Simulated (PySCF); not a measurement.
# Fractional electron number in C⁺ (carbon, charge +1)

The 2p alpha orbital of [He] 2s2 2p1 is emptied in steps (occupation f), with all orbitals relaxed, ending at [He] 2s2. All numbers are calculated (PySCF 2.14, no relativity, point nucleus, in aug-cc-pVDZ (4s3p2d, 23 functions)). The exact energy is a straight line in f; departures are measured from the line between the end points of the same method.

Problem. Among UHF, LDA, PBE, PBE0, r2SCAN, LC-wPBE, BHandHLYP, wB97X, CAM-B3LYP, M06-2X, which shows the largest delocalisation error (convex curve), and which is closest to linear?

Solution. Most convex: LDA (-1.767 eV at f = 0.5); closest to linear: UHF (0.155 eV).

```tsv
f	UHF (eV)	LDA (eV)	PBE (eV)	PBE0 (eV)	r2SCAN (eV)	LC-wPBE (eV)	BHandHLYP (eV)	wB97X (eV)	CAM-B3LYP (eV)	M06-2X (eV)
1	0.000	0.000	0.000	0.000	0.000	0.000	0.000	0.000	0.000	0.000
0.75	0.120	-1.317	-1.305	-0.952	-1.190	-0.392	-0.609	-0.435	-0.678	-0.662
0.5	0.155	-1.767	-1.745	-1.270	-1.578	-0.520	-0.808	-0.574	-0.903	-0.916
0.25	0.113	-1.329	-1.308	-0.949	-1.174	-0.384	-0.601	-0.421	-0.672	-0.710
0	0.000	0.000	0.000	0.000	0.000	0.000	0.000	0.000	0.000	0.000
```

| method | E(f=0) − E(f=1) (eV) | −ε at f=1 (eV) | −ε at f=0.5 (eV) |
| --- | --- | --- | --- |
| UHF | 24.180 | 24.838 | 24.163 |
| LDA | 24.784 | 17.818 | 24.752 |
| PBE | 24.896 | 17.982 | 24.885 |
| PBE0 | 24.867 | 19.806 | 24.873 |
| r2SCAN | 25.006 | 18.638 | 25.047 |
| LC-wPBE | 25.035 | 22.944 | 25.056 |
| BHandHLYP | 24.916 | 21.667 | 24.934 |
| wB97X | 24.668 | 22.345 | 24.702 |
| CAM-B3LYP | 25.050 | 21.439 | 25.066 |
| M06-2X | 24.540 | 21.123 | 24.405 |

Reference removal energy between the ground levels: 24.383 eV (measured; NIST Atomic Spectra Database, ionization energies). The calculation has no spin-orbit coupling. UHF lacks correlation.
